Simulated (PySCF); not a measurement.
Isomers of C8H17N, from PBE0-D3(BJ)/def2-SVP geometry optimisation, gas phase (PySCF). One conformer each, no zero-point energy, no frequencies.

**Question.** Which is lowest in electronic energy at this level?
A. `[CH3:1][CH2:2][CH2:3][CH2:4][N:5]1[CH2:6][CH2:7][CH2:8][CH2:9]1` with C1–C2–C3–C4 179°, C2–C3–C4–N5 174°, C3–C4–N5–C6 66°, C4–N5–C6–C7 167°, N5–C6–C7–C8 -18°, C6–C7–C8–C9 -8°, C7–C8–C9–N5 31° (1-butylpyrrolidine): A = 4840, B = 639.8, C = 592.2 MHz, dipole 0.35 D
B. `[CH2:1]=[N:2][C@H:3]([CH3:4])[CH2:5][C:6]([CH3:7])([CH3:8])[CH3:9]` with C1–N2–C3–C4 -106°, N2–C3–C5–C6 -62°: A = 2326, B = 1083, C = 917.4 MHz, dipole 1.29 D
C. `[CH3:1][C:2]([CH3:3])([CH3:4])[C@@H:5]1[CH2:6][CH2:7][C@@H:8]1[NH2:9]` with C7–C8–N9–H 76° and -41°, C2–C5–C6–C7 -151°, C5–C6–C7–C8 19°, C6–C7–C8–N9 98°, C2–C5–C8–C7 149°: A = 2345, B = 1282, C = 1090 MHz, dipole 1.31 D

**Answer.** A. That is `CCCCN1CCCC1` (1-butylpyrrolidine), 10.6 kcal/mol below the next.

```csv
SMILES,mapped SMILES,E (Eh),relative (kcal/mol),relative (kJ/mol),dipole (D)
CCCCN1CCCC1,[CH3:1][CH2:2][CH2:3][CH2:4][N:5]1[CH2:6][CH2:7][CH2:8][CH2:9]1,-369.14426,0.0,0.0,0.35
CC(C)(C)[C@@H]1CC[C@@H]1N,[CH3:1][C:2]([CH3:3])([CH3:4])[C@@H:5]1[CH2:6][CH2:7][C@@H:8]1[NH2:9],-369.12741,10.6,44.2,1.31
C=N[C@H](C)CC(C)(C)C,[CH2:1]=[N:2][C@H:3]([CH3:4])[CH2:5][C:6]([CH3:7])([CH3:8])[CH3:9],-369.12606,11.4,47.8,1.29
```

As drawn, the highest has a C=N bond and a quaternary carbon, which the lowest lacks.
